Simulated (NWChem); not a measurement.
silanone (SiH$_{2}$O); SMILES [SiH2]=O

**Question.** Give the equilibrium geometry at PBE-D3(BJ)/def2-SVP (NWChem) as an XYZ file, with the point group.

**Answer.** point group C2v; any orientation.
```
4

Si     0.0000     0.0000    -0.4385
O      0.0000     0.0000     1.1138
H      0.0000    -1.2480    -1.2820
H      0.0000     1.2480    -1.2820
```
